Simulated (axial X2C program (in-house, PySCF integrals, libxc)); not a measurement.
# What spin–orbit coupling does to PbB

Computed with an in-house all-electron X2C program for linear molecules (integrals from PySCF). Spin-free means the one-electron spin-free X2C Hamiltonian; two-component (2c) means X2C with spin–orbit coupling and atomic mean-field two-electron Coulomb and Gaunt terms, so the difference of the two also holds small scalar two-electron terms. Basis: Pb dyall-cv3z [12s14p10d7f1g], B dyall-v3z [7s6p2d1f] (cores contracted in-house); Gaussian nuclei, density fitting, unrestricted open shells. Masses: Pb 207.977 u, B 11.009 u.

Spin-free state: M_S = 3/2, Λ = 0 (beyond evenly filled blocks: σα, π+α, π-α); fragments Pb + B.

```csv
level,Re (Å),ωe (cm⁻¹),De (eV),μ (D)
PBE0,2.241,513.9,2.575,-1.88
PW91,2.268,487.5,2.844,-1.94
```

Dipoles are positive if B is the positive end.

Two-component determinant lowest at the distance of the search:

Ω = 3/2 (⟨Sz⟩ = 1.31, ⟨Lz⟩ = 0.19 at PBE0); fragments Pb + B.

| level | Re (Å) | ωe (cm⁻¹) | De (eV) | μ (D) |
| --- | --- | --- | --- | --- |
| PBE0 | 2.229 | 481.9 | 1.682 | -1.91 |
| PW91 | 2.249 | 460.4 | 1.932 | -1.91 |

Q: From the two tables, how do the constants change at the PBE0 level (2c against spin-free)?

A: At the PBE0 level Re goes down by 0.012 Å and ωe drops by 32.0 cm⁻¹; De is not compared, since the atomic limits differ or miss part of their spin–orbit lowering.

Occupations by symmetry block were frozen at the best pattern of an incomplete PBE0 search. Dissociation energies refer to the lowest single-determinant-based atoms at the same level and basis. Density functionals use the spin component along the axis (collinear). In 2c an atomic determinant is not the ground J level, so De misses part of the atomic spin–orbit lowering. This holds for PBE0, PW91. PBE0 can misorder states that lie within some tenths of an eV, so this need not be the ground state of the molecule. The nearest other spin-free determinant of the search, M_S = 1/2, Λ = 0, lies 0.33 eV up at the distance of the search. The functionals have no current-density term, which raises determinants with orbital currents, atoms included. With several unpaired electrons one determinant need not be a pure state. This is the top spin component of a Σ state; components of lower Ω are not single determinants and can lie lower.
